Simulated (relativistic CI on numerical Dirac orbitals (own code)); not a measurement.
Zr²⁺: L2,3 absorption edge

Computed with this model: Dirac-Coulomb-Breit CI, separate exchange-only KLI orbitals for each configuration, model QED, valence Slater integrals scaled by 0.9, multiplet model of core-to-valence dipole absorption; configurations [Kr] 4d2 → [He] 2s2 2p5 3s2 3p6 3d10 4s2 4p6 4d3; 10 K; Lorentzian 0.96 eV and Gaussian 0.5 eV FWHM. Energies are those of the free ion, without screening or charge transfer. The branching ratio is the share of the lower-energy edge in the whole absorption, uncertain by about 0.02 where the edges overlap. S is read from ⟨S²⟩ = S(S + 1).

Field parameters in Wybourne normalisation: D4h B²₀ = −7Ds, B⁴₀ = 21(Dq − Dt), B⁴₄ = 21√(5/14) Dq. The field is a parameter set, without covalency.

Case D4h, 10Dq = 27550, Ds = 1710, Dt = 860 cm⁻¹, the dichroism is that of the ground state at zero temperature, magnetised by exchange field 10 meV on Sz. The dichroism I(Δm = −1) − I(Δm = +1), over the sum of the three polarisations, integrates to 0.0130 on the lower edge and -0.0078 on the upper edge. The branching ratio is 0.704.

(1) Use the orbital sum rule with 8 holes to get ⟨Lz⟩.

## Answers

(1) For a p → d edge ⟨Lz⟩ = 2 × n_h × (sum of both integrals) in this sign convention = 0.08; the ground state itself has ⟨Lz⟩ = 0.07 and ⟨Sz⟩ = -0.92. The rule assumes one radial integral for both edges, which relativistic orbitals only approach.
